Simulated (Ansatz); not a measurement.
Stepwise reaction of `[Br][AlH][Br]` with hydrogen sulfide, as a gas-phase model of exchange steps in deposition or etching. ΔE in kJ/mol; ΔG adds harmonic PBE0-D4 terms to CCSD(T)/CBS, at 1 bar.

Computed with Ansatz on PBE0-D4/def2-TZVP structures; ΔE is electronic, products minus reactants. CCSD(T)/CBS is the MP2 limit (def2-TZVPP, def2-QZVPP) plus CCSD(T) − MP2 in def2-TZVPP, frozen cores. This one scheme is used for every species. Functionals use def2-TZVPP. B3LYP here is the variant with VWN-RPA as its local correlation; programs differ in this. For Br outer-core shells are correlated without core-valence functions, which leaves a few kJ/mol of doubt a bond. Scalar relativity is left out up to krypton. Each species was taken in one conformer, which may not be the lowest.

```
step                                       reaction  PBE-D4  B3LYP-D4  ωB97M-V  CCSD(T)/CBS  ΔG(500 K)
   1  `[Br][AlH][Br]` + H₂S → `[SH][AlH][Br]` + HBr    39.0      44.0     45.2         46.4       46.1
   2  `[SH][AlH][Br]` + H₂S → `[SH][AlH][SH]` + HBr    44.3      49.3     50.9         51.2       55.2
```

**Question.** By hand: ΔE of the 2 steps together at CCSD(T)/CBS.

**Answer.** (46.4) + (51.2) = 97.6 kJ/mol, or 48.8 kJ/mol a step.

In ΔE the steps differ by no more than 4.8 kJ/mol. All are uphill at CCSD(T)/CBS. ΔG lies between 46.1 and 55.2 kJ/mol a step. PBE-D4 differs from CCSD(T)/CBS by -7.4 to -6.9 kJ/mol a step. Isolated molecules leave out the surface, adducts and barriers. Largest T1 diagnostic: 0.011.
